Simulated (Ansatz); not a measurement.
Cost and result for the atomization energy of `BO[Si](F)(F)Br` (8 atoms, 7 bonds).

The species carries charge 0 and has multiplicity 1. Correlated methods include outer-core shells of Br, which these sets cover unevenly. Scalar relativity is left out up to krypton. The structure was optimised at the PBE0-D4/def2-TZVP level. It is one conformer, not always the lowest. Program: Ansatz. All runs use 4 threads of a server CPU on a shared host. Times are those of one run each, without the atoms' runs, and a repeat can differ threefold. Electronic energies, without spin–orbit coupling; frozen cores. CCSD(T)/CBS adds CCSD(T) − MP2 in def2-TZVPP to the MP2 limit, and its time is that of the two runs behind it. T1 = 0.011. With those shells the extrapolation isn't a true limit. B3LYP takes the VWN-RPA correlation (the form of Gaussian; ORCA's B3LYP/G). HSE06 is the plane-wave form, built on full-range PBE exchange.

CCSD(T)/CBS is a level of theory with its own doubt, some kJ/mol a heavy atom from the limit and from the frozen cores, so smaller differences don't rank the functionals.

| level | functions | wall time |
| --- | --- | --- |
| revPBE-D4/def2-TZVPP | 242 | 2.6 s |
| BLYP-D4/def2-TZVPP | 242 | 2.6 s |
| PBE0-D4/def2-TZVPP | 242 | 4.5 s |
| BHLYP-D4/def2-TZVPP | 242 | 4.7 s |
| r2SCAN-D4/def2-TZVPP (with forces) | 242 | 5.5 s |
| HSE06-D4/def2-TZVPP | 242 | 5.5 s |
| B3LYP-D4/def2-TZVPP (with forces) | 242 | 7 s |
| ωB97X-V/def2-TZVPP | 242 | 10 s |
| ωB97M-V/def2-TZVPP (with forces) | 242 | 13 s |
| CCSD(T)/def2-SVP | 116 | 13 s |
| MP2/def2-QZVPP | 447 | 26 s |
| CCSD(T)/def2-TZVPP | 242 | 4.6 min |
| CCSD(T)/CBS(def2) | – | 5 min |

(1) What atomization energy does each give, and how far from CCSD(T)/CBS? (Best estimate.)

Results:

(1) Computed: 
| level | atomization (kcal/mol) | difference from CCSD(T)/CBS | per bond |
| --- | --- | --- | --- |
| revPBE-D4/def2-TZVPP | 776.3 | -20.0 | -2.8 |
| BLYP-D4/def2-TZVPP | 786.6 | -9.7 | -1.4 |
| PBE0-D4/def2-TZVPP | 784.3 | -12.0 | -1.7 |
| BHLYP-D4/def2-TZVPP | 763.3 | -33.0 | -4.7 |
| r2SCAN-D4/def2-TZVPP (with forces) | 797.1 | 0.8 | 0.1 |
| HSE06-D4/def2-TZVPP | 784.8 | -11.5 | -1.6 |
| B3LYP-D4/def2-TZVPP (with forces) | 785.6 | -10.7 | -1.5 |
| ωB97X-V/def2-TZVPP | 792.5 | -3.8 | -0.5 |
| ωB97M-V/def2-TZVPP (with forces) | 793.4 | -2.9 | -0.4 |
| CCSD(T)/def2-SVP | 730.8 | -65.5 | -9.3 |
| MP2/def2-QZVPP | 819.8 | 23.5 | 3.4 |
| CCSD(T)/def2-TZVPP | 771.2 | -25.1 | -3.6 |
| CCSD(T)/CBS(def2) | 796.3 | 0.0 | 0.0 |

At CCSD(T), def2-SVP lies −65.4 kcal/mol from the extrapolated value and def2-TZVPP −25.0 kcal/mol: correlation converges slowly with the basis, and small sets miss more of it in the bonded molecule than in its fragments. From BLYP to BHLYP (50 % exact exchange), in def2-TZVPP and without D4, the atomization energy moves by −19.0 kcal/mol: exact exchange takes away binding that semilocal exchange gives to molecules. In def2-TZVPP, CCSD(T) changes the Hartree–Fock value by +171.6 kcal/mol (the triples alone add +12.2 kcal/mol) and MP2 by +204.8 kcal/mol; breaking electron pairs costs correlation energy, which Hartree–Fock lacks.
